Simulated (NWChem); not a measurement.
**Electron attachment to SeSn**

```xyz
2

Sn     0.0000     0.0000     0.9594
Se     0.0000     0.0000    -1.4109
```
Charge 0, spin multiplicity 1.

Program: NWChem. The geometry was optimised at PBE/def2-SVP with def2 effective core potentials on Sn, a minimum by its harmonic frequencies.

Basis set: def2-TZVPD. The species with one electron more has spin multiplicity 2 and keeps the geometry of the parent. Δ marks differences of total energies (open shells unrestricted). −ε marks an orbital energy of the parent. That orbital need not have the symmetry of the hole or added electron in the Δ rows. The basis adds only a small set of diffuse functions.

Effective core potentials replace the inner electrons of Sn; spin-orbit coupling is left out. B3LYP has NWChem's definition, with VWN1-RPA local correlation. The structure started from a generated list of species. The stability of the SCF solutions was not checked.

**Question.** One of these methods gave a vertical electron affinity of 0.17 eV. Which?
A. G0W0@PBE0
B. −ε(LUMO) of B3LYP
C. −ε(LUMO) of HF
D. ΔCAM-B3LYP

**Answer.** C, −ε(LUMO) of HF. The others give 0.79 (G0W0@PBE0), 1.00 (ΔCAM-B3LYP), 2.85 (−ε(LUMO) of B3LYP).
